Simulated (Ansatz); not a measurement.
Ideal-gas functions of C$_{2}$HF$_{2}$NSe (`FC1=NC(F)[Se]1`) at 800 K and 1 bar, from an Ansatz frequency run at PBE0-D4/def2-TZVP.

Molar mass 155.99 g/mol, point group C1 (symmetry number 1), electronic degeneracy 1, moments of inertia 162.617, 207.803, 352.945 u Å². Harmonic wavenumbers (cm⁻¹, unscaled): 160, 256, 312, 460, 547, 590, 675, 749, 1057, 1117, 1197, 1295, 1361, 1720, 3131.

Use S(trans) = R[1.5 ln M + 2.5 ln T − 1.1517]; rotational temperatures θ = 24.2544 K / I; S(rot) = R[ln(√π/σ · √(T³/θAθBθC)) + 1.5]; for each mode x = 1.438777 ν̃/T, S = R[x/(eˣ − 1) − ln(1 − e⁻ˣ)] and H = RT x/(eˣ − 1); 1 cm⁻¹ = 0.0119627 kJ/mol; R = 8.31446 J/(mol·K).

Question: By hand: the entropy, in J/(mol·K).

Answer: Translation 192.4. Rotation: θ = 0.1492, 0.1167, 0.0687 K, giving 128.6. Vibration, mode by mode: 18.70, 14.84, 13.23, 10.12, 8.78, 8.20, 7.19, 6.44, 4.12, 3.79, 3.38, 2.94, 2.68, 1.61, 0.20, in all 106.2. Electronic 0.0. Sum 427.2 J/(mol·K).

Question: By hand: H − E and G − E in kJ/mol, counted from the electronic energy.

Answer: Zero-point energy ½ × 14627 × 0.0119627 = 87.5; thermal vibration 44.9; translation, rotation and pV give 4 RT = 26.6. H − E = 159.0 kJ/mol, and G − E = 159.0 − 800 × 427.2/1000 = -182.8 kJ/mol.

Vibration gives 25 % of the entropy. The sum counts one conformer and one mirror image; others add a mixing term.
